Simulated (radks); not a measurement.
Neutral technetium inside a hard spherical wall (all orbitals vanish at R), configuration held at [Kr] 4d5 5s2 and not refilled when levels cross. All-electron calculation, scalar-relativistic Kohn-Sham, PBE, spin-polarised, spherical densities, finite nucleus; open shells are filled with parallel spins first (spin-orbit coupling, left out, can overturn this in heavy ions); Fermi nuclear charge, rms radius 4.4112 fm. Program: a radial shooting solver on a logarithmic mesh with Libxc functionals. Eigenvalues in eV for spin up, with the zero of energy where the potential of the charges vanishes at infinity; a dash marks a level that is unbound or too diffuse for the functional's potential to be trusted. A positive occupied level is held by the wall or, in an anion where self-interaction has pushed it up, behind a barrier. The pressure on the wall is -dE/dV.

| R (bohr) | E (hartree) | kinetic (hartree) | e(4s) | e(4p) | e(4d) | e(5s) | e(5p, empty) | e(6s, empty) | pressure (GPa) |
|---|---|---|---|---|---|---|---|---|---|
| free | -4285.67833 | 4425.173 | -74.356 | -46.452 | -7.827 | -5.540 | -1.623 | - | 0 |
| 12 | -4285.67826 | 4425.173 | -74.348 | -46.443 | -7.819 | -5.533 | -1.595 | 0.785 | 0.00132 |
| 10 | -4285.67767 | 4425.179 | -74.304 | -46.399 | -7.777 | -5.498 | -1.500 | 1.729 | 0.0170 |
| 7 | -4285.66099 | 4425.287 | -73.722 | -45.818 | -7.229 | -4.973 | -0.489 | 7.142 | 0.904 |
| 6 | -4285.62605 | 4425.471 | -72.966 | -45.070 | -6.538 | -4.193 | 0.802 | 12.486 | 3.81 |
| 5 | -4285.51318 | 4425.989 | -71.286 | -43.426 | -5.024 | -2.180 | 3.826 | 23.351 | 18.4 |
| 4 | -4285.10268 | 4427.648 | -67.328 | -39.615 | -1.376 | 3.718 | 11.915 | 48.317 | 111 |
| 3 | -4283.23161 | 4434.558 | -57.092 | -29.795 | 9.259 | 25.190 | 38.725 | 117.68 | 1020 |
| 2.5 | -4279.87754 | 4446.435 | -45.426 | -18.072 | 23.229 | 57.371 | 75.960 | 202.54 | 4040 |
| 2 | -4269.72882 | 4479.753 | -20.296 | 8.890 | 56.061 | 138.10 | 163.82 | 385.97 | 20500 |
| 1.5 | -4232.21757 | 4586.943 | 52.836 | 89.459 | 149.69 | 372.85 | 406.26 | 856.52 | 148000 |
